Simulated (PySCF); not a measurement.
Method: r2SCAN-D4/def2-TZVP // r2SCAN-D4/def2-SVP in PySCF. All species are isolated molecules in the gas phase. One relaxed conformer stands for a flexible species; it need not be the lowest. Excitations are Tamm–Dancoff values on a coarser integration grid. The basis has no diffuse functions, so Rydberg states are missing or too high.

Reference species (SMILES): `[Ge]([O]C)([NH2])([NH2])[NH2]` (neutral, multiplicity 1).

| Property | Value |
|---|---|
| HOMO–LUMO gap | 6.23 eV |
| brightest of the four lowest singlets (TDA) | 6.98 eV |
| T1 excitation (TDA) | 5.95 eV |

Changed species: `[NH2][Ge]([NH2])([NH2])[NH2]` (0 of 4 NH2 replaced by OCH3; the reference has 1 of 4 NH2 replaced by OCH3).

Question: What does the change do to the HOMO–LUMO gap, brightest of the four lowest singlets (TDA) and T1 excitation (TDA)?

Answer: the HOMO–LUMO gap is nearly the same; the brightest of the four lowest singlets (TDA) decreases by 0.35 eV, to 6.63 eV; the T1 excitation (TDA) increases by 0.03 eV, to 5.98 eV.
